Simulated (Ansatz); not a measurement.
The cluster Mg₂O₃H₂⁺. Total charge 1; doublet. Geometry r2SCAN-D4/def2-SVP, that of the neutral singlet; atoms count from 1.

Cartesian coordinates in Å:
```
Mg 0.3680 1.1452 -0.0720
Mg -0.3311 -1.0338 -0.5233
O 0.1101 0.3298 -1.7634
O -1.2811 0.2647 0.7068
O 1.1930 -0.5301 0.7118
H -2.1555 0.5949 0.4670
H 2.0966 -0.7707 0.4730
```

The structure comes from a short search, and lower isomers may exist.

Estimate the Mulliken populations from the PBE0/def2-TZVP orbitals of Ansatz.


```json
{"atom": "Mg1", "charge (e)": "1.10", "spin (α − β)": "-0.03"}
{"atom": "Mg2", "charge (e)": "1.10", "spin (α − β)": "-0.03"}
{"atom": "O3", "charge (e)": "-0.41", "spin (α − β)": "0.96"}
{"atom": "O4", "charge (e)": "-0.75", "spin (α − β)": "0.05"}
{"atom": "O5", "charge (e)": "-0.75", "spin (α − β)": "0.05"}
{"atom": "H6", "charge (e)": "0.36", "spin (α − β)": "0.00"}
{"atom": "H7", "charge (e)": "0.36", "spin (α − β)": "0.00"}
```
Mulliken values depend strongly on the basis.

Where does the spin sit?

Summed by element: Mg -0.05, O 1.06, H 0.00, of 1 unpaired in all. Largest on single atoms: O3 0.96, O5 0.05, O4 0.05.

And the Mayer bond orders between heavy atoms (over 0.3)?

Mg1–O3 0.52 (1.90 Å); Mg1–O4 0.48 (2.03 Å); Mg1–O5 0.48 (2.03 Å); Mg2–O3 0.52 (1.90 Å); Mg2–O4 0.48 (2.03 Å); Mg2–O5 0.48 (2.03 Å).
